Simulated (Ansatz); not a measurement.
`C[Se][GeH2][OH]` + `O[SiH](O)O` → `[OH][GeH2][O][SiH](O)O` + `C[SeH]`  (ligand exchange at a Ge–Se bond)

Isolated molecules relaxed with PBE0-D4/def2-TZVP in Ansatz; ΔE leaves out vibrations. CBS: MP2 limit from def2 TZ/QZ plus the TZ coupled-cluster correction, frozen cores. Functionals use def2-TZVPP. For Ge, Se outer-core shells are correlated without core-valence functions, which leaves a few kJ/mol of doubt a bond. Scalar relativity is left out up to krypton. Each species was taken in one conformer, which may not be the lowest.

`C[Se][GeH2][OH]`:

```xyz
10

C     0.353   -0.879   -1.527
Se    1.095    0.796   -0.834
Ge   -0.440    1.048    0.912
O    -0.305   -0.317    2.051
H    -0.635   -0.706   -1.948
H     0.308   -1.623   -0.735
H     1.031   -1.216   -2.310
H    -0.112    2.384    1.603
H    -1.890    0.947    0.425
H     0.596   -0.433    2.363
```

`O[SiH](O)O`:

Cartesian coordinates in Å:
```
O -1.431 -0.376 -0.710
Si 0.113 -0.028 -0.323
O 0.665 -0.791 1.021
O 0.231 1.565 0.018
H -2.121 -0.008 -0.154
H 0.892 -0.436 -1.509
H 0.764 -1.743 0.987
H 0.888 1.817 0.669
```

`[OH][GeH2][O][SiH](O)O`:

Cartesian coordinates in Å:
```
O -2.107 -0.732 1.031
Ge -0.572 -0.310 1.790
O 0.292 0.802 0.692
Si 0.547 0.696 -0.900
O -0.522 -0.414 -1.482
O 2.022 0.117 -1.314
H -1.966 -0.924 0.096
H 0.327 -1.542 1.990
H -0.889 0.468 3.067
H 0.348 2.035 -1.491
H -0.262 -0.887 -2.274
H 2.781 0.691 -1.205
```

`C[SeH]`:

```xyz
6

C     0.319   -0.104    0.430
Se   -1.310    0.491   -0.458
H     0.511   -1.153    0.215
H     0.140    0.017    1.498
H     1.164    0.514    0.135
H    -0.825    0.235   -1.820
```

```json
{"level": "PBE-D4", "ΔE (eV)": "0.15"}
{"level": "MP2/CBS(def2)", "ΔE (eV)": "0.09"}
```

**Question.** What does CCSD(T)/CBS give? (An estimate is asked.)

**Answer.** Ansatz gave: +0.04 eV. The listed levels differ from it by 0.11, 0.05 eV.

Largest T1 diagnostic among the species: 0.012.

In def2-TZVPP, CCSD(T) changes the Hartree–Fock value by +0.08 eV (the triples alone add +0.01 eV) and MP2 by +0.13 eV. From PBE to PBE0 (25 % exact exchange), in def2-TZVPP and without D4, ΔE moves by −0.04 eV.
